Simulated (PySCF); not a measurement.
L and K shells in `CC(=S)[SiH]1O[SiH2]O[SiH2]O1`

Species: C₂H₈O₃SSi₃.
Geometry (PBE0-D3(BJ)/def2-SVP, Å), atoms numbered from 1 in this order:
```
atom  x, y, z in Å
C1     3.0313   -0.4150    0.1633
C2     1.6198   -0.0372    0.4453
S3     1.1601    0.9060    1.6922
Si4    0.1750   -0.6186   -0.6404
O5    -0.8836   -1.4406    0.3335
Si6   -2.1141   -0.8194    1.2783
O7    -2.4995    0.6786    0.6708
Si8   -1.7730    1.6467   -0.4677
O9    -0.5903    0.7331   -1.2161
H10    3.1328   -1.5150    0.1619
H11    3.7294    0.0178    0.8934
H12    3.3115   -0.0892   -0.8543
H13    0.6014   -1.4810   -1.7693
H14   -1.6778   -0.7130    2.6935
H15   -3.2913   -1.7148    1.1430
H16   -1.1751    2.8471    0.1697
H17   -2.7760    2.0266   -1.4951
```

Method: delta-SCF UKS SCAN, pcX-2 on the ionised atom, pcseg-1 elsewhere, spin-free X2C (PySCF 2.14.0). Vertical ΔSCF values, vacuum level as zero. Spin–orbit coupling isn't in the SCF: each 2p doublet comes from a relaxed spin-free hole plus a matrix of the shell (mean-field spin–orbit coupling and the ground-state 2p splitting), with 2p3/2 averaged over its two sublevels. The splitting includes the ligand field, and 2p3/2 is the mean of two sublevels.

When a 2p electron fills a 1s hole, the emitted photon carries the energy difference of the two hole states (Kα1 from 2p3/2, Kα2 from 2p1/2), here at the ground state's geometry.

```tsv
atom	Kα1 (eV)	Kα2 (eV)	2p3/2 binding energy (eV)
Si4	1740.06	1739.44	107.99
Si6/Si8	1740.08	1739.45	108.03
```

What are the 1s and 2p1/2 binding energies?

1s = Kα1 + 2p3/2, and 2p1/2 = 1s − Kα2:

| atom | environment | 1s (eV) | 2p1/2 (eV) |
| --- | --- | --- | --- |
| Si4 | oxygen-bound silicon | 1848.05 | 108.61 |
| Si6/Si8 | oxygen-bound silicon | 1848.11 | 108.66 |

Over the 2 silicon sites the 1s value ranges over 0.06 eV, 2p3/2 over 0.04 eV and Kα1, their difference, over 0.02 eV.

And the 1s levels of the other atoms?

C1 (methyl carbon) 291.33 eV; O7 (siloxane oxygen) 537.92 eV; O5/O9 (siloxane oxygen) 537.98 eV; S3 (thiocarbonyl sulfur) 2476.60 eV.

The first atom of each set that the bonding makes equivalent was ionised and stands for the set. The list is incomplete; no value stands for C 1s of C2 (hole states with ⟨S²⟩ of 1 or more are left out). One conformer (not necessarily the lowest) at the PBE0-D3(BJ)/def2-SVP geometry, without solvent, vibrations or thermal averaging.
